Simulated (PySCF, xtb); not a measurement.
disilylmethane cation (CH8Si2), SMILES [SiH3]C[SiH3] (connectivity only; charge and spin as stated), charge +1, multiplicity 2.

Harmonic wavenumbers (cm⁻¹) from GFN2-xTB (xtb) at its own minimum, in rising order: 99, 137, 169, 334, 343, 362, 450, 513, 586, 613, 628, 695, 728, 736, 743, 755, 848, 959, 1393, 2080, 2097, 2347, 2350, 2355, 2360, 2991, 3000.

What does PBE0-D3(BJ)/def2-SVP in PySCF give at its own minimum? (An estimate is asked for; the answer gives what the named calculation found.)

149, 157, 205, 396, 440, 467, 510, 552, 653, 718, 783, 812, 846, 847, 858, 861, 920, 931, 1369, 2126, 2140, 2294, 2300, 2330, 2333, 3112, 3207. Paired by order, the mean absolute difference is 76 cm⁻¹ and the zero-point energies are 43.8 and 46.2 kcal/mol.
